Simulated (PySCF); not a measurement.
**Spin-Hamiltonian simulation**

Molecule: SMILES OCc1ccc(F)cc1, C₇H₇FO.

Molfile (atoms numbered from 1):
```
C7H7FO
     RDKit          3D

 16 16  0  0  0  0  0  0  0  0999 V2000
   -2.7210   -0.6933    0.6267 O   0  0  0  0  0  0  0  0  0  0  0  0
   -2.0538   -0.0623   -0.4290 C   0  0  0  0  0  0  0  0  0  0  0  0
   -0.5571    0.0077   -0.2437 C   0  0  0  0  0  0  0  0  0  0  0  0
    0.1065   -0.9835    0.4862 C   0  0  0  0  0  0  0  0  0  0  0  0
    1.4892   -0.9502    0.6487 C   0  0  0  0  0  0  0  0  0  0  0  0
    2.2089    0.0867    0.0676 C   0  0  0  0  0  0  0  0  0  0  0  0
    3.5323    0.1285    0.2197 F   0  0  0  0  0  0  0  0  0  0  0  0
    1.5788    1.0873   -0.6627 C   0  0  0  0  0  0  0  0  0  0  0  0
    0.1949    1.0418   -0.8093 C   0  0  0  0  0  0  0  0  0  0  0  0
   -2.5286   -0.2001    1.4321 H   0  0  0  0  0  0  0  0  0  0  0  0
   -2.2855   -0.6559   -1.3299 H   0  0  0  0  0  0  0  0  0  0  0  0
   -2.4441    0.9568   -0.6235 H   0  0  0  0  0  0  0  0  0  0  0  0
   -0.4808   -1.7875    0.9356 H   0  0  0  0  0  0  0  0  0  0  0  0
    2.0187   -1.7166    1.2179 H   0  0  0  0  0  0  0  0  0  0  0  0
    2.1774    1.8902   -1.0968 H   0  0  0  0  0  0  0  0  0  0  0  0
   -0.3094    1.8318   -1.3734 H   0  0  0  0  0  0  0  0  0  0  0  0
  1  2  1  0
  2  3  1  0
  3  4  1  0
  4  5  2  0
  5  6  1  0
  6  7  1  0
  6  8  2  0
  8  9  1  0
  9  3  2  0
  1 10  1  0
  2 11  1  0
  2 12  1  0
  4 13  1  0
  5 14  1  0
  8 15  1  0
  9 16  1  0
M  END
```

[PySCF 2.14.0 with density-fitted response routines: geometry from PBE0-D3(BJ)/def2-SVP; CAM-B3LYP/pcSseg-1 with gauge-including orbitals; J: B3LYP/pcJ-1 (spin–dipole term only in couplings to heteroatoms); relativity neglected; rapidly exchanging positions averaged; single conformer; no solvent model]

δ = σ(ref) − σ, references computed at the same level: ¹H (σ = 31.33 ppm) vs TMS.

Shifts (ppm): F7 -109.6, H11/H12 4.68, H13/H16 7.52, H14/H15 7.15.
Couplings (Hz): F7–H11, F7–H12: 1.6; F7–H13, F7–H16: 4.9; F7–H14, F7–H15: 8.6; H11–H12: -16.7; H11–H13, H11–H16, H12–H13, H12–H16: -1.1; H11–H14, H11–H15, H12–H14, H12–H15: 0.4; H13–H14, H15–H16: 9.5; H13–H15, H14–H16: 0.4; H13–H16: 2.0; H14–H15: 2.5.

The 7-spin Hamiltonian (Zeeman plus full scalar coupling among like nuclei) was diagonalised exactly; lines are Lorentzian, 0.7 Hz wide, and the maxima above 3 % are listed with the tallest set to 100.

Task: Give the ¹H peak list of this spin system at 80 MHz.

Result: 
| Hz | ppm | height |
| --- | --- | --- |
| 611.9 | 7.649 | 4 |
| 610.9 | 7.636 | 13 |
| 609.8 | 7.623 | 22 |
| 608.8 | 7.610 | 18 |
| 607.8 | 7.597 | 12 |
| 605.9 | 7.573 | 15 |
| 604.8 | 7.560 | 24 |
| 603.8 | 7.548 | 21 |
| 602.7 | 7.534 | 16 |
| 602.1 | 7.527 | 18 |
| 601.0 | 7.512 | 31 |
| 599.9 | 7.499 | 44 |
| 598.9 | 7.486 | 29 |
| 597.1 | 7.464 | 18 |
| 596.0 | 7.449 | 30 |
| 594.9 | 7.436 | 42 |
| 593.9 | 7.424 | 26 |
| 592.9 | 7.411 | 9 |
| 591.8 | 7.398 | 5 |
| 582.5 | 7.281 | 11 |
| 580.4 | 7.255 | 59 |
| 578.2 | 7.228 | 16 |
| 574.0 | 7.175 | 11 |
| 571.9 | 7.149 | 65 |
| 564.1 | 7.052 | 11 |
| 562.1 | 7.026 | 30 |
| 559.9 | 6.998 | 4 |
| 375.1 | 4.688 | 100 |
| 373.8 | 4.672 | 99 |

Task: And at 800 MHz?

Result: 
Hz from δ = 0 (height): 6025.8 (5), 6024.6 (19), 6023.5 (32), 6022.4 (26), 6021.4 (16), 6019.7 (21), 6018.6 (33), 6017.5 (26), 6016.8 (19), 6015.4 (20), 6014.7 (28), 6013.6 (36), 6012.5 (22), 6010.8 (17), 6009.8 (27), 6008.7 (35), 6007.6 (20), 6006.4 (6), 6005.2 (3), 5731.5 (6), 5729.1 (46), 5727.1 (15), 5722.9 (8), 5720.5 (57), 5719.5 (55), 5717.0 (8), 5712.8 (14), 5710.8 (42), 5708.4 (6), 3744.7 (100), 3744.4 (100), 3743.6 (100), 3743.3 (100)

Task: Among coupled protons with different shifts, which pair is furthest from first order, and how does the field change that?

Result: H13 and H14: Δν/J is about 3.1 at 80 MHz (strongly coupled) and 31.2 at 800 MHz (close to first order). J in Hz doesn't depend on the field, while Δν in Hz grows in proportion to it. The system also holds chemically equivalent protons that couple differently to a partner (AA′BB′ or AA′XX′ type), and that part stays second order at any field.

OH/NH shifts are gas-phase values; hydrogen bonding in solution moves them, usually downfield. Unscaled 3J(H,H) at this level run about 10 % above measured values.
